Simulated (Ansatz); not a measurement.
A single point on BH3SeSn (`[BH]1[Se][SnH2]1`).

```yaml
crystal:
  periodic: [false, false, false]
  atoms:
    - {symbol: B, position_ang: [-0.793936, -1.028945, -0.348317]}
    - {symbol: Se, position_ang: [0.842323, -1.665231, 0.286222]}
    - {symbol: Sn, position_ang: [0.166702, 0.909463, 0.076359]}
    - {symbol: H, position_ang: [-1.808310, -1.481519, -0.760739]}
    - {symbol: H, position_ang: [1.329998, 1.630189, -0.941704]}
    - {symbol: H, position_ang: [0.305222, 1.572143, 1.641880]}
basis:
  gaussian: {orbitals: def2-QZVPP}
correlation: {method: mp2}
```

```sh
$ ansatz run in.yaml --threads 2 --pin off --events-out ev --progress --plain --max-ram 4352MiB
```

Output, abridged:

```
Functional definition: HF
1987 factors; integrals over basis functions are off by at most 7.4e-4 eV
mean field evaluation 1: about -71827.8456 eV, gradient 1.6e1 eV
mean field evaluation 2: about -71827.9392 eV, gradient 1.6e1 eV
mean field evaluation 4: about -71829.0310 eV, gradient 3.4e0 eV
mean field evaluation 8: about -71829.0603 eV, gradient 1.8e-1 eV
mean field -71829.06058510 eV, -2639.6692890165 hartree, gradient 3.5e-6 eV, S^2 0.000000; 0 other end points of the search recorded, 0 dependent functions left out
14 core orbitals not correlated: weight in the atoms' cores, before any rotation towards them, 1.000 or more for the frozen orbitals, at most 0.000 for the correlated occupied ones
reference -71829.06058510 eV, -2639.6692890165 hartree; 18, 18 occupied and 286, 286 virtual orbitals, 1987 factors
second order -33.32352497 eV of doubles, -0.00000000 eV of singles
Total energy: -71862.38411007 eV, -2640.8939059717 hartree
```

Run time 16 s (2 threads of an Arm Neoverse V2 on a shared host); peak host memory 1.2 GiB.
